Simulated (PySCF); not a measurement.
## InF₂ + InCl₂ → 2 InFCl

Level: PBE0 in the def2-TZVP basis family, computed in PySCF with density fitting; scalar-relativistic core potentials for atoms from Rb on, none lighter, no spin–orbit coupling; open shells unrestricted.

```
species                                       state and structure       E (Eh)  ZPE (kJ/mol)  H(298 K) − H(0) (kJ/mol)  S° (J/(mol K))
   InF₂            doublet, C2v, In–F 1.957 Å (×2); F–In–F 116.5°   -389.75914           7.5                      12.7           291.0
  InCl₂         doublet, C2v, In–Cl 2.353 Å (×2); Cl–In–Cl 119.5°  -1110.34894           4.5                      13.9           313.8
  InFCl  doublet, Cs, In–Cl 2.351 Å, In–F 1.958 Å; Cl–In–F 118.0°   -750.05438           6.0                      13.3           308.4
```

(1) What is the electronic reaction energy?

(2) Add zero-point, thermal and entropy terms for 298.15 K and 1 bar.

## Answers

(1) At PBE0/def2-TZVP, ΔE = -1.8 kJ/mol from the differences of the total energies times 2625.5, downhill. Ligand scrambling is nearly thermoneutral, as expected when bond energies add up.

(2) ΔZPE = 0.0 and Δ[H(298) − H(0)] = 0.0 kJ/mol give ΔH° = -1.8 kJ/mol. ΔS° = 12.0 J/(mol K), so ΔG° = -1.8 − 298.15 × (0.0120) = -5 kJ/mol and log₁₀K = 0.9.

Each species is the lowest minimum found with this bonding; other isomers or fragments can lie lower.
